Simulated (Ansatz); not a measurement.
The multiplicity is imposed and other spin states were not computed.

Species: [Cd(CH3)(SH)] (charge 0, multiplicity 1).

Question: Give a relaxed geometry from r2SCAN-D4/def2-SVP (Ansatz, a quantum-chemistry and plane-wave program).

Answer: This is not unique; one that fits is the end point of this relaxation, one of several conformers.
Cartesian coordinates (Å) in one orientation:
```xyz
7

Cd    -0.041    -0.014     0.039
C      1.269     1.277     1.062
H      1.084     2.321     0.767
H      2.313     1.020     0.829
H      1.118     1.184     2.148
S     -1.488    -1.460    -1.137
H     -2.339    -1.578    -0.092
```
